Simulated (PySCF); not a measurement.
C3H7BO3, SMILES OB1OCC[C@H]1O. Atoms are numbered in the order given.

```xyz
14

O      2.1454     0.0486     0.0336
B      0.8238    -0.2236    -0.0932
O      0.3049    -1.4846    -0.0224
C     -1.1261    -1.4226    -0.1695
C     -1.5277     0.0239     0.1516
C     -0.3214     0.8521    -0.3227
O     -0.2195     2.0792     0.3813
H      2.6794    -0.7415     0.1942
H     -1.5839    -2.1655     0.5007
H     -1.3851    -1.6977    -1.2074
H     -1.6168     0.1630     1.2418
H     -2.4892     0.3072    -0.3040
H     -0.4263     1.0373    -1.4173
H      0.7077     2.3490     0.3622
```
Charge 0, spin multiplicity 1.

Geometry optimised at B3LYP-D3(BJ)/def2-SVP. The structure was generated by enumeration; whether it is a known compound was not checked. Other conformers were not sampled.

Level of theory: PySCF with PBE/pcSseg-1.

GIAO shieldings, no solvent; atoms listed in one row are averaged. δ = σ(ref) − σ: ¹⁷O against H2O (σ = 334.3 ppm); ¹¹B against BF3 (σ = 83.9 ppm); ¹³C against TMS (σ = 182.0 ppm); ¹H against TMS (σ = 31.49 ppm), references at their B3LYP-D3(BJ)/def2-TZVP geometries, non-relativistic.

Computed chemical shifts:
```csv
nucleus,atoms,count,δ (ppm)
¹⁷O,O3,1,170.5
¹⁷O,O1,1,110.7
¹⁷O,O7,1,29.3
¹¹B,B2,1,19.8
¹³C,C4,1,73.2
¹³C,C6,1,68.2
¹³C,C5,1,43.4
¹H,H9,1,4.44
¹H,H13,1,4.44
¹H,H10,1,4.33
¹H,H8,1,4.30
¹H,H12,1,2.63
¹H,H11,1,2.41
¹H,H14,1,0.63
```
